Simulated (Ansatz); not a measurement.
Stepwise reaction of `F[SiH2][SiH](F)S` with hydrogen, as a gas-phase model of exchange steps in deposition or etching. ΔE in kJ/mol; ΔG adds harmonic PBE0-D4 terms to CCSD(T)/CBS, at 1 bar.

Isolated molecules relaxed with PBE0-D4/def2-TZVP in Ansatz; ΔE leaves out vibrations. CCSD(T)/CBS is the MP2 limit (def2-TZVPP, def2-QZVPP) plus CCSD(T) − MP2 in def2-TZVPP, frozen cores. This one scheme is used for every species. Functionals use def2-TZVPP. B3LYP here is the variant with VWN-RPA as its local correlation; programs differ in this. Each species was taken in one conformer, which may not be the lowest.

```tsv
step	reaction	PBE-D4	B3LYP-D4	ωB97M-V	CCSD(T)/CBS	ΔG(600 K)
1	`F[SiH2][SiH](F)S` + H₂ → `F[SiH]([SiH3])S` + H–F	91.3	101.1	99.3	95.5	90.6
2	`F[SiH]([SiH3])S` + H₂ → `[SiH3][SiH2]S` + H–F	111.8	119.3	118.4	113.4	106.4
```

**Question.** By hand: ΔE of the 2 steps together at CCSD(T)/CBS.

**Answer.** (95.5) + (113.4) = 208.9 kJ/mol, or 104.5 kJ/mol a step.

In ΔE each step is higher than the one before. All are uphill at CCSD(T)/CBS. ΔG lies between 90.6 and 106.4 kJ/mol a step. PBE-D4 differs from CCSD(T)/CBS by -4.2 to -1.6 kJ/mol a step. Isolated molecules leave out the surface, adducts and barriers. Largest T1 diagnostic: 0.013.
